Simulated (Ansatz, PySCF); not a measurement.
iminoborane (BH2N), SMILES B=N. Atoms are numbered in the order given.

```xyz
4

B      0.0017     0.6884     0.0000
N      0.0036    -0.5449     0.0000
H     -0.0001     1.8552     0.0000
H      0.0056    -1.5371     0.0000
```
Charge 0, spin multiplicity 1.

The structure is a stationary point at B3LYP-D3(BJ)/def2-TZVPD.

Two levels are set side by side: PBE-D3(BJ)/def2-TZVPD (Ansatz, an electronic-structure program) and B3LYP-D3(BJ)/def2-TZVPD (Ansatz). Each level has its own optimised geometry; the coordinates shown are those of the second. Frequencies come from the Hessian of PySCF at each geometry. Differences are taken from unrounded values.

```json
[
 {"quantity": "mean bond length (Å)", "B3LYP-D3(BJ)": "1.131", "PBE-D3(BJ)": "1.140", "PBE-D3(BJ) minus B3LYP-D3(BJ)": "0.009"},
 {"quantity": "bond B1–N2 (Å)", "B3LYP-D3(BJ)": "1.233", "PBE-D3(BJ)": "1.243", "PBE-D3(BJ) minus B3LYP-D3(BJ)": "0.010"},
 {"quantity": "bond B1–H3 (Å)", "B3LYP-D3(BJ)": "1.167", "PBE-D3(BJ)": "1.177", "PBE-D3(BJ) minus B3LYP-D3(BJ)": "0.010"},
 {"quantity": "bond N2–H4 (Å)", "B3LYP-D3(BJ)": "0.992", "PBE-D3(BJ)": "1.000", "PBE-D3(BJ) minus B3LYP-D3(BJ)": "0.008"},
 {"quantity": "highest harmonic wavenumber (cm⁻¹)", "B3LYP-D3(BJ)": "3859", "PBE-D3(BJ)": "3780", "PBE-D3(BJ) minus B3LYP-D3(BJ)": "-79"},
 {"quantity": "mean harmonic wavenumber (cm⁻¹)", "B3LYP-D3(BJ)": "1581", "PBE-D3(BJ)": "1532", "PBE-D3(BJ) minus B3LYP-D3(BJ)": "-49"},
 {"quantity": "zero-point energy (kcal/mol)", "B3LYP-D3(BJ)": "15.82", "PBE-D3(BJ)": "15.34", "PBE-D3(BJ) minus B3LYP-D3(BJ)": "-0.49"}
]
```

Exact exchange shortens and stiffens bonds; PBE has none. Differences between two approximate levels are no errors against the true value.
